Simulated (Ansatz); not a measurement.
```xyz
3

H     0.0018    0.0009   -1.6259
C     0.0013   -0.0014   -0.5142
O    -0.0007   -0.0010    0.5879
```

Basis set: 6-31G* (spherical functions). Correlated methods keep 2 orbitals frozen. Charge 0, multiplicity 2.

Computed with Ansatz (development build ahead of 0.2.0); each method stands on the lowest determinant of its kind that the runs found.

The atomization energy at this shape (free ground-state atoms in the same class of orbitals less the molecule, no zero-point energy) of doublet CHO:

| method | atomization energy |
| --- | --- |
| UHF-MP2 | 918.2 kJ/mol |

Question: What does UHF give?

Answer: 588.3 kJ/mol. Caution: the shape is not the minimum. Caution for UHF-MP2: MP2 forces lie far from those of the mean fields.
